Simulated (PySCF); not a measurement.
Isomers of C7H11FO.

All values: PBE0/pcSseg-1 (PySCF) at GFN2-xTB geometries, gas phase, one conformer each.

(1) Rank by dipole moment, highest first.
A. `[CH3:1][CH2:2][C@@H:3]1[CH2:4][CH2:5][C@@H:6]1[C:7](=[O:8])[F:9]` with C1–C2–C3–C4 -74°, C5–C6–C7–O8 152°, C2–C3–C4–C5 -133°, C3–C4–C5–C6 11°, C4–C5–C6–C7 105°, C2–C3–C6–C5 132°
B. `[CH2:1]=[CH:2][C@:3]([F:4])([CH2:5][CH3:6])[C:7]([CH3:8])=[O:9]` with C1–C2–C3–F4 -3°, C2–C3–C5–C6 179°, C2–C3–C7–C8 -109°
C. `[CH3:1][C@:2]1([CH2:3][F:4])[CH2:5][CH2:6][CH2:7][C:8]1=[O:9]` with C1–C2–C3–F4 -176°, C1–C2–C5–C6 -144°, C2–C5–C6–C7 35°, C5–C6–C7–C8 -32°, C6–C7–C8–O9 -164°
D. `[CH:1]#[C:2][CH2:3][C@@:4]([CH3:5])([CH2:6][F:7])[O:8][CH3:9]` with C2–C3–C4–C5 -55°, C3–C4–C6–F7 48°, C3–C4–O8–C9 -68°
E. `[CH3:1][C@@H:2]1[C@@H:3]([CH3:4])[CH2:5][C@H:6]1[C:7](=[O:8])[F:9]` with C5–C6–C7–O8 14°, C1–C2–C3–C4 112°, C2–C3–C5–C6 10°, C3–C5–C6–C7 -125°, C1–C2–C6–C5 130°
F. `[CH2:1]=[CH:2][C@:3]([CH3:4])([CH2:5][CH3:6])[C:7](=[O:8])[F:9]` with C1–C2–C3–C4 64°, C2–C3–C5–C6 -60°, C2–C3–C7–O8 -3°

(2) Rank by LUMO energy, highest first.
A. `[CH3:1][CH2:2][C@@H:3]1[CH2:4][CH2:5][C@@H:6]1[C:7](=[O:8])[F:9]` with C1–C2–C3–C4 -74°, C5–C6–C7–O8 152°, C2–C3–C4–C5 -133°, C3–C4–C5–C6 11°, C4–C5–C6–C7 105°, C2–C3–C6–C5 132°
B. `[CH3:1][O:2]/[CH:3]=[CH:4]\[CH2:5]/[C:6]([CH3:7])=[CH:8]\[F:9]` with C1–O2–C3–C4 172°, C3–C4–C5–C6 107°, C4–C5–C6–C7 -63°
C. `[CH:1]#[C:2][CH2:3][C@@:4]([CH3:5])([CH2:6][F:7])[O:8][CH3:9]` with C2–C3–C4–C5 -55°, C3–C4–C6–F7 48°, C3–C4–O8–C9 -68°
D. `[CH3:1]/[CH:2]=[C:3](\[C:4](=[O:5])[F:6])[CH:7]([CH3:8])[CH3:9]` with C2–C3–C4–O5 -7°, C2–C3–C7–C8 103°
E. `[CH3:1][C@:2]1([CH2:3][F:4])[CH2:5][CH2:6][CH2:7][C:8]1=[O:9]` with C1–C2–C3–F4 -176°, C1–C2–C5–C6 -144°, C2–C5–C6–C7 35°, C5–C6–C7–C8 -32°, C6–C7–C8–O9 -164°
F. `[CH3:1][C:2]1([C:3](=[O:4])[F:5])[CH2:6][CH2:7][CH2:8][CH2:9]1` with C1–C2–C3–O4 120°, C1–C2–C6–C7 -117°, C2–C6–C7–C8 -30°, C6–C7–C8–C9 42°, C7–C8–C9–C2 -38°

(3) Rank by HOMO energy, highest first.
A. `[CH3:1]/[CH:2]=[C:3](\[C:4](=[O:5])[F:6])[CH:7]([CH3:8])[CH3:9]` with C2–C3–C4–O5 -7°, C2–C3–C7–C8 103°
B. `[CH2:1]=[CH:2][CH2:3][C:4]([CH3:5])([CH3:6])[C:7](=[O:8])[F:9]` with C1–C2–C3–C4 -118°, C2–C3–C4–C5 53°, C3–C4–C7–O8 -10°
C. `[CH3:1][O:2]/[CH:3]=[CH:4]\[CH2:5]/[C:6]([CH3:7])=[CH:8]\[F:9]` with C1–O2–C3–C4 172°, C3–C4–C5–C6 107°, C4–C5–C6–C7 -63°
D. `[CH2:1]=[CH:2][C@:3]([F:4])([CH2:5][CH3:6])[C:7]([CH3:8])=[O:9]` with C1–C2–C3–F4 -3°, C2–C3–C5–C6 179°, C2–C3–C7–C8 -109°
E. `[CH3:1][C@@H:2]1[C@@H:3]([CH3:4])[CH2:5][C@H:6]1[C:7](=[O:8])[F:9]` with C5–C6–C7–O8 14°, C1–C2–C3–C4 112°, C2–C3–C5–C6 10°, C3–C5–C6–C7 -125°, C1–C2–C6–C5 130°
F. `[OH:1][CH2:2][C@@H:3]1[CH:4]=[CH:5][CH2:6][CH2:7][C@@H:8]1[F:9]` with H–O1–C2–C3 176°, O1–C2–C3–C4 -69°, C2–C3–C4–C5 -136°, C4–C5–C6–C7 -18°, C5–C6–C7–C8 48°, C6–C7–C8–F9 60°

## Answers

(1) E (3.46 D), A (3.30 D), F (3.05 D), C (2.87 D), B (1.25 D), D (0.62 D).

(2) C (1.08 eV), B (0.47 eV), F (-0.24 eV), A (-0.41 eV), E (-0.64 eV), D (-1.67 eV).

(3) C (-6.40 eV), F (-7.04 eV), D (-7.26 eV), B (-7.69 eV), A (-7.82 eV), E (-8.63 eV).

All values together:

| SMILES | μ (D) | HOMO (eV) | LUMO (eV) | lowest IAO charge (e) | highest IAO charge (e) | lowest Hirshfeld charge (e) | highest Hirshfeld charge (e) |
| --- | --- | --- | --- | --- | --- | --- | --- |
| C[C@@H]1CC[C@@H](C(=O)F)C1 | 3.15 | -8.79 | -0.35 | -0.418 (C) | +0.612 (C) | -0.217 (O) | +0.244 (C) |
| CO/C=C\C/C(C)=C\F | 3.12 | -6.40 | 0.47 | -0.417 (C) | +0.164 (H) | -0.119 (C) | +0.055 (H) |
| CC1(C(=O)F)CCCC1 | 3.19 | -8.64 | -0.24 | -0.412 (C) | +0.609 (C) | -0.218 (O) | +0.244 (C) |
| C=C[C@](F)(CC)C(C)=O | 1.25 | -7.26 | -0.85 | -0.476 (C) | +0.386 (C) | -0.223 (O) | +0.169 (C) |
| C[C@@H]1[C@@H](C)C[C@H]1C(=O)F | 3.46 | -8.63 | -0.35 | -0.421 (C) | +0.612 (C) | -0.225 (O) | +0.239 (C) |
| CC[C@@H]1CC[C@@H]1C(=O)F | 3.30 | -8.48 | -0.41 | -0.415 (C) | +0.609 (C) | -0.230 (O) | +0.242 (C) |
| OC[C@@H]1C=CCC[C@@H]1F | 0.74 | -7.04 | 0.58 | -0.556 (O) | +0.353 (H) | -0.226 (O) | +0.170 (H) |
| C=CCC(C)(C)C(=O)F | 3.00 | -7.69 | -0.41 | -0.417 (C) | +0.608 (C) | -0.212 (O) | +0.248 (C) |
| C#CC[C@@](C)(CF)OC | 0.62 | -7.35 | 1.08 | -0.424 (C) | +0.223 (C) | -0.136 (O) | +0.090 (H) |
| C/C=C(\C(=O)F)C(C)C | 3.44 | -7.82 | -1.67 | -0.432 (C) | +0.587 (C) | -0.214 (O) | +0.228 (C) |
| C[C@]1(CF)CCCC1=O | 2.87 | -7.12 | -0.64 | -0.414 (C) | +0.391 (C) | -0.232 (O) | +0.171 (C) |
| C=C[C@](C)(CC)C(=O)F | 3.05 | -7.88 | -0.42 | -0.424 (C) | +0.609 (C) | -0.212 (O) | +0.247 (C) |

Conformers: `[CH3:1][C@@H:2]1[CH2:3][CH2:4][C@@H:5]([C:6](=[O:7])[F:8])[CH2:9]1` with C4–C5–C6–O7 9°, C1–C2–C3–C4 -163°, C2–C3–C4–C5 25°, C3–C4–C5–C6 -118°, C4–C5–C9–C2 -25°; `[CH3:1][O:2]/[CH:3]=[CH:4]\[CH2:5]/[C:6]([CH3:7])=[CH:8]\[F:9]` with C1–O2–C3–C4 172°, C3–C4–C5–C6 107°, C4–C5–C6–C7 -63°; `[CH3:1][C:2]1([C:3](=[O:4])[F:5])[CH2:6][CH2:7][CH2:8][CH2:9]1` with C1–C2–C3–O4 120°, C1–C2–C6–C7 -117°, C2–C6–C7–C8 -30°, C6–C7–C8–C9 42°, C7–C8–C9–C2 -38°; `[CH2:1]=[CH:2][C@:3]([F:4])([CH2:5][CH3:6])[C:7]([CH3:8])=[O:9]` with C1–C2–C3–F4 -3°, C2–C3–C5–C6 179°, C2–C3–C7–C8 -109°; `[CH3:1][C@@H:2]1[C@@H:3]([CH3:4])[CH2:5][C@H:6]1[C:7](=[O:8])[F:9]` with C5–C6–C7–O8 14°, C1–C2–C3–C4 112°, C2–C3–C5–C6 10°, C3–C5–C6–C7 -125°, C1–C2–C6–C5 130°; `[CH3:1][CH2:2][C@@H:3]1[CH2:4][CH2:5][C@@H:6]1[C:7](=[O:8])[F:9]` with C1–C2–C3–C4 -74°, C5–C6–C7–O8 152°, C2–C3–C4–C5 -133°, C3–C4–C5–C6 11°, C4–C5–C6–C7 105°, C2–C3–C6–C5 132°; `[OH:1][CH2:2][C@@H:3]1[CH:4]=[CH:5][CH2:6][CH2:7][C@@H:8]1[F:9]` with H–O1–C2–C3 176°, O1–C2–C3–C4 -69°, C2–C3–C4–C5 -136°, C4–C5–C6–C7 -18°, C5–C6–C7–C8 48°, C6–C7–C8–F9 60°; `[CH2:1]=[CH:2][CH2:3][C:4]([CH3:5])([CH3:6])[C:7](=[O:8])[F:9]` with C1–C2–C3–C4 -118°, C2–C3–C4–C5 53°, C3–C4–C7–O8 -10°; `[CH:1]#[C:2][CH2:3][C@@:4]([CH3:5])([CH2:6][F:7])[O:8][CH3:9]` with C2–C3–C4–C5 -55°, C3–C4–C6–F7 48°, C3–C4–O8–C9 -68°; `[CH3:1]/[CH:2]=[C:3](\[C:4](=[O:5])[F:6])[CH:7]([CH3:8])[CH3:9]` with C2–C3–C4–O5 -7°, C2–C3–C7–C8 103°; `[CH3:1][C@:2]1([CH2:3][F:4])[CH2:5][CH2:6][CH2:7][C:8]1=[O:9]` with C1–C2–C3–F4 -176°, C1–C2–C5–C6 -144°, C2–C5–C6–C7 35°, C5–C6–C7–C8 -32°, C6–C7–C8–O9 -164°; `[CH2:1]=[CH:2][C@:3]([CH3:4])([CH2:5][CH3:6])[C:7](=[O:8])[F:9]` with C1–C2–C3–C4 64°, C2–C3–C5–C6 -60°, C2–C3–C7–O8 -3°.
